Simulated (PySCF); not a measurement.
Geometry:
```csv
atom,x (Å),y (Å),z (Å)
Br1,1.265,3.328,0.773
Si2,0.884,1.452,-0.394
C3,1.643,-0.053,0.463
C4,0.451,-1.018,0.594
C5,-0.826,-0.205,0.834
C6,-0.912,0.897,-0.233
H7,1.352,1.725,-1.783
H8,2.502,-0.493,-0.066
H9,2.002,0.262,1.457
H10,0.336,-1.590,-0.344
H11,0.612,-1.760,1.393
H12,-0.776,0.259,1.835
H13,-1.719,-0.851,0.833
H14,-1.608,1.708,0.027
H15,-1.242,0.477,-1.199
```

Geometry: PBE0-D3(BJ)/def2-SVP; GIAO absolute shieldings from PySCF 2.14.0 with density-fitted response routines, gas phase, non-relativistic, averaged over equivalent atoms.

At PBE0/pcSseg-1 (178 basis functions, 25 s wall time on 1 thread of an Arm Neoverse V1, shared host):
```csv
atoms,σ (ppm)
Br1,2665.3
Si2,315.5
C4/C5,155.4
C3/C6,165.6
H7,25.81
H11/H12,29.53
H10/H13,29.79
H8/H15,30.25
H9/H14,30.32
```

Problem. What do these become at PBE/pcSseg-1?

Solution. 
```
  atoms  σ at PBE/pcSseg-1  change
    Br1             2601.9   -63.4
    Si2              296.7   -18.8
  C4/C5              149.0    -6.4
  C3/C6              159.0    -6.6
     H7              25.52   -0.29
H11/H12              29.38   -0.15
H10/H13              29.64   -0.15
 H8/H15              30.08   -0.17
 H9/H14              30.19   -0.13
```

The largest change is at Br1 (bromine bonded to Si). Cost: 178 basis functions, 32 s wall time on 1 thread of an Arm Neoverse V1, shared host.

Relativistic effects, spin–orbit coupling among them, are left out; they matter for Br and for the light atoms bonded to it.
